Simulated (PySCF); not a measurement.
Simulation results for BClGeH$_{4}$N, Cl$_{2}$GeH$_{2}$Si

Calculation on a computer-drawn molecule: optimised geometry and harmonic frequencies of an isolated molecule of the commonest isotopes, restricted reference for singlets and unrestricted otherwise, frozen core in MP2; on germanium a core potential holds 10 electrons, which the energies leave out, and 3d is frozen in MP2 and coupled-cluster steps. Program: PySCF 2.14.0.

Common to all runs: multiplicity 1; method HF; basis cc-pV(D+d)Z; basis and core potential on germanium cc-pVDZ-PP ECP10MDF.

(1) BClGeH$_{4}$N

Start structure:
```xyz
8
BClGeH4N
N     -0.1611    -1.3955     1.7506
Ge    -0.2857     0.1227     2.4597
B     -0.7516     1.7819     1.1225
Cl    -0.7406     1.2300    -0.4576
H      0.0412    -2.2828     2.2827
H     -0.2054    -1.6365     0.7291
H     -0.1283    -0.0394     3.9601
H     -0.8535     2.7738     1.4924
```

Here we set charge 1.

It finds rotational constants 8.386, 1.723, 1.43 GHz; total energy -834.1316 hartree; convergence status largest gradient component 1.753e-05 hartree/bohr.

Drawn bonds:
```tsv
atom	other atom	order
1	2	1
2	3	1
3	4	1
1	5	1
1	6	1
2	7	1
3	8	1
```

Optimised structure:
```xyz
8
BClGeH4N
N     -0.1282    -1.4955     1.7494
Ge    -0.3137     0.0904     2.4292
B     -0.7030     1.7171     1.1277
Cl    -0.7967     1.3527    -0.5432
H      0.0574    -2.3183     2.2973
H     -0.1956    -1.6843     0.7640
H     -0.1639     0.0899     3.9351
H     -0.8412     2.8023     1.5799
```

Modes:
```tsv
frequency (cm⁻¹)	reduced mass (dalton)
29.18	2.517
105.5	4.973
249.5	8.978
376.1	1.127
531.5	4.24
583.8	1.209
690.3	1.029
732.2	1.102
757.8	1.453
867.9	5.253
931.5	1.799
934.2	1.584
1105	1.546
1678	1.119
2331	1.021
2852	1.096
3744	1.05
3855	1.101
```

(2) Cl$_{2}$GeH$_{2}$Si

Start structure:
```xyz
6
Cl2GeH2Si
Cl    -1.2955    -1.2533     1.8966
Si     0.2043     0.1545     1.5608
Cl    -1.0273     1.9173     0.8217
Ge     0.5141     0.8587    -0.6782
H      0.3673     0.6219     2.9395
H      1.7051     1.8508    -0.1965
```

Settings of this run: charge 0.

Results for Cl$_{2}$GeH$_{2}$Si: rotational constants 2.327, 1.194, 0.8417 GHz; total energy -1502.5617 hartree; convergence status largest gradient component 2.704e-05 hartree/bohr.

Drawn bonds:
```tsv
atom	other atom	order
1	2	1
2	3	1
2	4	1
2	5	1
4	6	1
```

Optimised structure:
```xyz
6
Cl2GeH2Si
Cl    -1.1950    -1.3096     1.7675
Si    -0.1782     0.4753     1.4721
Cl    -1.5776     2.0174     1.3432
Ge     0.9111     0.5833    -0.7411
H      0.5892     0.7031     2.7061
H      1.9185     1.6804    -0.2039
```

Modes:
```tsv
frequency (cm⁻¹)	reduced mass (dalton)
71.84	27.35
116.2	8.088
163.6	1.192
199.1	10.68
330.2	6.762
528.2	17.4
564.9	14.02
655.8	1.133
795.3	1.106
858.8	1.066
2014	1.021
2351	1.043
```
